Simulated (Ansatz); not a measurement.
Z-matrix (Å, degrees):
```
O
Ga 1 1.791
H 1 0.963 2 112.0
Cl 2 2.174 1 118.1 3 0.1
```

Charge 0, multiplicity 2.

Q: List the ωB97M-V/def2-TZVPP orbital energies in eV (the Gaussian-basis code of Ansatz). (Estimate.)

A: Computed: α occupied: -10154.43, -2771.77, -1257.86, -1112.02, -1111.98, -1111.93, -526.19, -262.15, -199.65, -199.50, -199.49, -155.31, -107.75, -107.63, -107.50, -30.54, -27.05, -26.79, -26.71, -26.71, -26.48, -25.02, -16.69, -14.53, -12.51, -12.11, -11.52, -11.48, -9.02. α empty: 0.42, 2.07, 2.67, 3.97, 5.98, 6.68, 6.94, 7.30. β occupied: -10154.40, -2771.73, -1257.83, -1112.01, -1111.95, -1111.89, -526.11, -262.11, -199.54, -199.48, -199.46, -155.24, -107.69, -107.56, -107.47, -30.36, -26.95, -26.71, -26.65, -26.61, -26.39, -24.84, -16.26, -14.15, -12.05, -12.02, -11.41, -11.38. β empty: -2.00, 0.71, 2.24, 2.96, 4.03, 6.08, 6.76, 7.22. ⟨S²⟩ = 0.753.
